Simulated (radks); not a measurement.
Valence configurations of the zirconium ion Zr2+ (all share [Kr]). Method: scalar-relativistic Kohn-Sham, r2SCAN, spin-polarised, spherical densities, finite nucleus; open shells are filled with parallel spins first (spin-orbit coupling, left out, can overturn this in heavy ions); meta-GGA in the generalised Kohn-Sham scheme; Fermi nuclear charge, rms radius 4.2694 fm; computed with a radial shooting solver on a logarithmic mesh with Libxc functionals. Energies are relative to 4d2; eigenvalues in eV for spin up.

| valence | E (eV) | moment (Bohr magnetons) | e(4d) | e(5p) | e(5s) |
|---|---|---|---|---|---|
| 4d2 | 0.000 | 2 | -17.781 | - | - |
| 4d1 5p1 | 6.807 | 2 | -20.970 | -13.721 | - |
| 4d0.5 5p1.5 | 10.561 | 2 | -22.471 | -14.697 | - |
| 5p2 | 14.598 | 2 | - | -15.571 | - |
| 4d1.5 5p0.5 | 3.295 | 2 | -19.415 | -12.614 | - |
| 4d1.5 5s0.5 | 0.967 | 2 | -19.014 | - | -17.050 |
| 5s2 | 5.815 | 0 | - | - | -18.897 |
| 4d1 5s1 | 1.948 | 2 | -20.171 | - | -18.172 |
| 4d1 5s0.5 5p0.5 | 4.426 | 2 | -20.585 | -13.470 | -18.319 |
| 5s1.5 5p0.5 | 8.043 | 1 | - | -14.576 | -19.726 |

NIST lists [Kr] 4d2 as the ground configuration; this level of theory agrees among the configurations tried. The energies are those of spherical high-spin densities, not of single terms.
